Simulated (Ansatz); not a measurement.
## Worked example: C2H6 + C3H9BS → CH4S + C4H11B

Species: C2H6 (ethane) `CC`, singlet; C3H9BS `CC(C)BS`, singlet; CH4S (methanethiol) `CS`, singlet; C4H11B `CBC(C)C`, singlet. The partners trade CH3 for SH: C–CH3 and B–SH bonds give way to C–SH and B–CH3.

Shapes, held fixed at every level: PBE0-D4/def2-TZVP. Flexible molecules stand in one conformer, not always the lowest. Programs: Ansatz 0.2.0. The zero-point and thermal change to 298 K, harmonic and unscaled (PBE0-D4/def2-TZVP), is -6.8 kJ/mol.

At CCSD(T)/CBS estimate; 1 Eh = 2625.50 kJ/mol:

```
species  energy (Eh)
   C2H6   -79.719537
 C3H9BS  -542.178474
   CH4S  -438.228352
 C4H11B  -183.629716
```

Problem. Work out ΔH(298 K) of the reaction at this level.

Solution. 
1. Products less reactants: (-438.228352) + (-183.629716) − [(-79.719537) + (-542.178474)] = 0.039943 Eh = +104.9 kJ/mol.
2. With the thermal change: +104.9 + (-6.8) = +98.1 kJ/mol.

Other levels give +94.0 (wB97M-V/def2-TZVPP) to +121.4 kJ/mol (MP2/def2-SVP). No measured value is set beside it here. The CBS estimate extrapolates MP2 from def2-TZVPP and def2-QZVPP and adds CCSD(T) − MP2 in the triple-zeta set, cores frozen.
